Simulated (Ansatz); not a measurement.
Stepwise reaction of `[CH3][Sn]([CH3])([F])[Cl]` with water, as a gas-phase model of exchange steps in deposition or etching. ΔE in kJ/mol.

Calculated with Ansatz (gas phase, PBE0-D4/def2-TZVP geometries, no zero-point term in ΔE). CCSD(T)/CBS is the MP2 limit (def2-TZVPP, def2-QZVPP) plus CCSD(T) − MP2 in def2-TZVPP, frozen cores. This one scheme is used for every species. DFT in def2-TZVPP. B3LYP here is the variant with VWN-RPA as its local correlation; programs differ in this. Elements past krypton have def2 core potentials. For Sn outer-core shells are correlated without core-valence functions, which leaves a few kJ/mol of doubt a bond. One conformer a species, not always the lowest.

| step | reaction | PBE-D4 | B3LYP-D4 | ωB97M-V | CCSD(T)/CBS |
| --- | --- | --- | --- | --- | --- |
| 1 | `[CH3][Sn]([CH3])([F])[Cl]` + H₂O → `[CH3][Sn]([OH])([F])[Cl]` + CH₄ | -39.4 | -43.0 | -39.2 | -34.9 |

**Question.** Give the row of step 2, `[CH3][Sn]([OH])([F])[Cl]` + H₂O → `[OH][Sn]([OH])([F])[Cl]` + CH₄. (Best estimate.)

**Answer.** Ansatz gave: 
| step | reaction | PBE-D4 | B3LYP-D4 | ωB97M-V | CCSD(T)/CBS |
| --- | --- | --- | --- | --- | --- |
| 2 | `[CH3][Sn]([OH])([F])[Cl]` + H₂O → `[OH][Sn]([OH])([F])[Cl]` + CH₄ | -15.1 | -18.3 | -15.9 | -13.3 |

**Question.** By hand: ΔE of the 2 steps together at CCSD(T)/CBS.

**Answer.** (-34.9) + (-13.3) = -48.2 kJ/mol, or -24.1 kJ/mol a step.

In ΔE each step is higher than the one before. All are downhill at CCSD(T)/CBS. PBE-D4 differs from CCSD(T)/CBS by -4.5 to -1.8 kJ/mol a step. Isolated molecules leave out the surface, adducts and barriers. Largest T1 diagnostic: 0.014.
